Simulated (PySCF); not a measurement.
**Potential energy of HgBi along the bond**

Set-up: Hg def2-SVP with ECP60, Bi def2-SVP with ECP60; scalar-relativistic core potentials (PySCF 2.14). Energies in eV from Hg + Bi in their ground configurations at the same level. State: ⁴Σ⁻ (quartet), unpaired electrons σ ↑, π ↑↑.

All columns are HSE06. A positive dipole means Hg(−)Bi(+).

```csv
R (Å),E (eV),μ (D),Mulliken charge on Hg (basis-dependent),HOMO (eV),LUMO (eV),Mayer bond order,⟨S²⟩
3.098,-0.018,0.20,-0.02,-4.97,-3.06,0.46,3.76
3.242,-0.054,0.15,-0.02,-5.10,-3.00,0.37,3.75
3.386,-0.068,0.13,-0.02,-5.22,-2.98,0.30,3.75
3.494,-0.070,0.11,-0.02,-5.30,-2.99,0.25,3.75
3.602,-0.069,0.11,-0.02,-5.37,-2.99,0.21,3.75
3.710,-0.065,0.10,-0.02,-5.44,-2.99,0.17,3.75
3.854,-0.058,0.10,-0.02,-5.51,-2.98,0.13,3.75
4.034,-0.049,0.10,-0.01,-5.59,-2.96,0.10,3.75
4.250,-0.038,0.10,-0.01,-5.65,-2.95,0.07,3.75
4.538,-0.026,0.09,-0.01,-5.70,-2.92,0.04,3.75
```

A fit through these points gives, at Re = 3.497 Å, μ = 0.11 D and dμ/dR = -0.0795 D/Å; the reduced mass is 102.7 u.

Task: How strong is the fundamental in the double-harmonic approximation, I = 42.26·(dμ/dR)²/μred km/mol?

Result: I = 42.26·(-0.0795)²/102.7 = 0.00260 km/mol at HSE06.

The bond is weak. Basis-set superposition, not corrected here, can be much of De in a small basis, most of all at correlated wavefunction levels. Functionals without a dispersion term scatter widely for such bonds, and LDA overbinds them. Spin–orbit coupling is left out, which matters for elements this heavy, above all for dissociation energies. The state is the lowest determinant that a PBE0 search found; another state may lie lower at other levels.
